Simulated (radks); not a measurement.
The numbers below are computed, except where a source is named.
Q: The silicon ion Si4+, [Ne]. Code: a radial shooting solver on a logarithmic mesh with Libxc functionals. Model: non-relativistic Kohn-Sham, PBE, spin-polarised, spherical densities, point nucleus. Every spin shell is full or empty, so the densities are truly spherical. Functionals are evaluated on that one density, not self-consistently. Rank these exchange functionals by their error against the exact value of the orbitals, and give that value: LDA, RPBE, PW86, OPTX, AM05, G96, EV93, TPSS, revTPSS, SCAN, r2SCAN, MS2, Tao-Mo, TASK.

A: Exact: -19.1713 hartree. From best to worst, with 100 (|E| - |E exact|)/|E exact| (equal figures are ties): OPTX -0.03, RPBE -0.04, G96 +0.05, r2SCAN +0.10, MS2 +0.11, Tao-Mo -0.13, TPSS +0.22, SCAN +0.32, PW86 +0.40, revTPSS -0.40, EV93 +1.43, TASK -2.46, AM05 -7.36, LDA -8.59.
